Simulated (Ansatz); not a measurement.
CH₇ClN₂Si, SMILES NC[Si@@H](N)Cl.

The structure is a stationary point at PBE0-D3(BJ)/def2-SVP. The structure was generated by enumeration; whether it is a known compound was not checked. Other conformers were not sampled.

Two levels are set side by side: PBE/def2-TZVPD (Ansatz, an electronic-structure program) and CAM-B3LYP/def2-TZVPD (Ansatz). Energy differences of separate SCF runs at the same geometry; the states with an electron removed or added have multiplicity 2 and 2. Differences are taken from unrounded values.

```tsv
quantity	CAM-B3LYP
vertical ionisation energy (eV)	9.04
vertical singlet–triplet gap (eV)	5.61
```

Question: What does PBE give, and how far is it from CAM-B3LYP? (Estimate from the structure and the level; the computed values follow.)

Answer: 
| quantity | PBE | PBE minus CAM-B3LYP |
|---|---|---|
| vertical ionisation energy (eV) | 8.54 | -0.50 |
| vertical singlet–triplet gap (eV) | 5.08 | -0.53 |
